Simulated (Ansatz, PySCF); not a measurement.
C₃H₈ClFSi, SMILES C(C[Si@H](F)Cl)C. Atoms are numbered in the order given.

```xyz
14

C     -3.4193    -0.4962     0.4179
C     -1.9729    -0.9282     0.2334
C     -1.0291     0.2414    -0.0533
Si     0.7411    -0.2682    -0.2778
F      1.2490    -1.0179     1.0692
Cl     1.9253     1.3953    -0.5468
H     -3.8026     0.0080    -0.4836
H     -3.5184     0.2093     1.2581
H     -4.0737    -1.3567     0.6243
H     -1.9115    -1.6628    -0.5890
H     -1.6263    -1.4607     1.1352
H     -1.0607     0.9817     0.7658
H     -1.3411     0.7852    -0.9633
H      0.9747    -1.1994    -1.4095
```

Geometry: PBE0-D3(BJ)/def2-SVP. The structure was generated by enumeration; whether it is a known compound was not checked. One conformer was computed; it need not be the lowest.

Two levels are set side by side: PBE-D3(BJ)/def2-SVP (Ansatz, a program for electronic structure) and PBE0-D3(BJ)/def2-SVP (Ansatz). Each level has its own optimised geometry; the coordinates shown are those of the second. Frequencies come from the Hessian of PySCF at each geometry. Differences are taken from unrounded values.

```tsv
quantity	PBE0-D3(BJ)	PBE-D3(BJ)	PBE-D3(BJ) minus PBE0-D3(BJ)
mean bond length (Å)	1.369	1.379	0.010
bond C1–C2 (Å)	1.521	1.530	0.009
bond C2–C3 (Å)	1.530	1.539	0.009
bond C3–Si4 (Å)	1.856	1.868	0.013
bond Si4–F5 (Å)	1.623	1.639	0.016
bond Si4–Cl6 (Å)	2.060	2.075	0.015
bond C1–H7 (Å)	1.102	1.110	0.008
bond C1–H8 (Å)	1.102	1.110	0.008
bond C1–H9 (Å)	1.101	1.109	0.008
bond C2–H10 (Å)	1.104	1.113	0.008
bond C2–H11 (Å)	1.103	1.111	0.008
bond C3–H12 (Å)	1.105	1.113	0.008
bond C3–H13 (Å)	1.105	1.113	0.008
bond Si4–H14 (Å)	1.484	1.497	0.013
highest harmonic wavenumber (cm⁻¹)	3151	3061	-91
mean harmonic wavenumber (cm⁻¹)	1316	1274	-42
zero-point energy (kcal/mol)	67.71	65.56	-2.15
```

GGA bonds tend to be longer and softer than those of functionals with exact exchange. Differences between two approximate levels are no errors against the true value.
